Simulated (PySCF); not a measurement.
## Bi (bismuth, neutral) across methods

[Xe] 4f14 5d10 6s2 6p2 7s1, high-spin 4P determinant (an excited configuration). All numbers are calculated (PySCF 2.14, a scalar-relativistic core potential, in aug-cc-pVQZ-PP with ECP60MDF).

```tsv
method	E (hartree)	mean ε 6s β (eV)	mean ε 6p α (eV)	mean ε 7s α (eV)	Σ⟨r²⟩ (bohr²)	⟨S²⟩
B3LYP	-214.4976	-17.626	-8.274	-2.215	96.20	3.751
PBE	-214.4526	-16.641	-7.517	-1.994	95.88	3.751
LC-wPBE	-214.4531	-20.336	-11.193	-3.431	97.14	3.754
UHF	-213.40545	-19.406	-11.222	-3.102	99.31	3.758
PBE0	-214.4276	-17.635	-8.604	-2.349	96.42	3.752
r2SCAN	-214.5189	-16.815	-7.960	-2.000	96.53	3.754
CAM-B3LYP	-214.3933	-19.163	-9.743	-2.809	96.40	3.752
LDA	-214.1367	-17.087	-7.613	-2.086	95.11	3.751
wB97M-V	-214.3569	-19.862	-10.704	-3.259	96.74	3.753
```

Energies and moments cover only the electrons outside the core potential. Spin-orbit coupling is strong in this species (close to jj coupling), so the high-spin LS determinant is a model state, not a physical level. The outer electron is Rydberg-like, and this basis confines it to a smaller radius and binds it less than a complete one would.
